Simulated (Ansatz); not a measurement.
Cost and result for the atomization energy of `F[SiH]([SiH3])C[SiH3]` (14 atoms, 13 bonds).

```xyz
14

F     2.373    0.102   -1.444
Si    1.281    0.192   -0.264
Si    0.014    2.142   -0.579
C     0.238   -1.346   -0.285
Si   -1.168   -1.346    0.957
H     2.037    0.263    1.016
H    -0.822    2.385    0.628
H    -0.884    1.999   -1.757
H     0.906    3.313   -0.788
H    -0.190   -1.474   -1.285
H     0.884   -2.210   -0.090
H    -2.179   -0.325    0.573
H    -0.663   -1.018    2.317
H    -1.828   -2.677    1.002
```

Total charge 0; spin multiplicity 1. The structure was optimised at the PBE0-D4/def2-TZVP level. It is one conformer, not always the lowest. Program: Ansatz. All runs use 2 threads of an AMD EPYC 7R13 on a shared host and a share of an NVIDIA H100 80 GB. Times are those of one run each, without the atoms' runs, and a repeat can differ threefold. Electronic energies, without spin–orbit coupling; frozen cores. CCSD(T)/CBS adds CCSD(T) − MP2 in def2-TZVPP to the MP2 limit, and its time is that of the two runs behind it. T1 = 0.012. B3LYP takes the VWN-RPA correlation (the form of Gaussian; ORCA's B3LYP/G).

CCSD(T)/CBS is a level of theory with its own doubt, some kJ/mol a heavy atom from the limit and from the frozen cores, so smaller differences don't rank the functionals.

```tsv
level	functions	wall time
PBE-D4/def2-TZVPP (with forces)	314	2.1 s
PBE0-D4/def2-TZVPP	314	2.1 s
r2SCAN-D4/def2-TZVPP (with forces)	314	2.6 s
B3LYP-D4/def2-TZVPP (with forces)	314	2.7 s
B2PLYP/def2-TZVPP	314	3.1 s
MP2/def2-QZVPP	594	3.8 s
ωB97X-V/def2-TZVPP	314	4.3 s
ωB97M-V/def2-TZVPP (with forces)	314	6.5 s
CCSD(T)/def2-TZVPP	314	6.5 s
CCSD(T)/CBS(def2)	–	10 s
```

(1) What atomization energy does each give, and how far from CCSD(T)/CBS? (Best estimate.)

## Answers

(1) Ansatz gave: 
```json
{"level": "PBE-D4/def2-TZVPP (with forces)", "atomization (kJ/mol)": "4608.5", "difference from CCSD(T)/CBS": "-37.6", "per bond": "-2.9"}
{"level": "PBE0-D4/def2-TZVPP", "atomization (kJ/mol)": "4587.8", "difference from CCSD(T)/CBS": "-58.3", "per bond": "-4.5"}
{"level": "r2SCAN-D4/def2-TZVPP (with forces)", "atomization (kJ/mol)": "4634.6", "difference from CCSD(T)/CBS": "-11.5", "per bond": "-0.9"}
{"level": "B3LYP-D4/def2-TZVPP (with forces)", "atomization (kJ/mol)": "4626.6", "difference from CCSD(T)/CBS": "-19.5", "per bond": "-1.5"}
{"level": "B2PLYP/def2-TZVPP", "atomization (kJ/mol)": "4569.0", "difference from CCSD(T)/CBS": "-77.1", "per bond": "-5.9"}
{"level": "MP2/def2-QZVPP", "atomization (kJ/mol)": "4603.1", "difference from CCSD(T)/CBS": "-43.0", "per bond": "-3.3"}
{"level": "ωB97X-V/def2-TZVPP", "atomization (kJ/mol)": "4669.5", "difference from CCSD(T)/CBS": "23.4", "per bond": "1.8"}
{"level": "ωB97M-V/def2-TZVPP (with forces)", "atomization (kJ/mol)": "4639.5", "difference from CCSD(T)/CBS": "-6.6", "per bond": "-0.5"}
{"level": "CCSD(T)/def2-TZVPP", "atomization (kJ/mol)": "4530.3", "difference from CCSD(T)/CBS": "-115.8", "per bond": "-8.9"}
{"level": "CCSD(T)/CBS(def2)", "atomization (kJ/mol)": "4646.1", "difference from CCSD(T)/CBS": "0.0", "per bond": "0.0"}
```

The D4 term adds +54.8 kJ/mol with B3LYP and +29.3 kJ/mol with PBE0; it sums over pairs of atoms, weighted by their polarisabilities, and B3LYP, whose exchange is more repulsive, gets the larger term. In def2-TZVPP, CCSD(T) changes the Hartree–Fock value by +975.0 kJ/mol (the triples alone add +43.4 kJ/mol) and MP2 by +978.1 kJ/mol; breaking electron pairs costs correlation energy, which Hartree–Fock lacks. From PBE to PBE0 (25 % exact exchange), in def2-TZVPP and without D4, the atomization energy moves by −16.0 kJ/mol: exact exchange takes away binding that semilocal exchange gives to molecules.
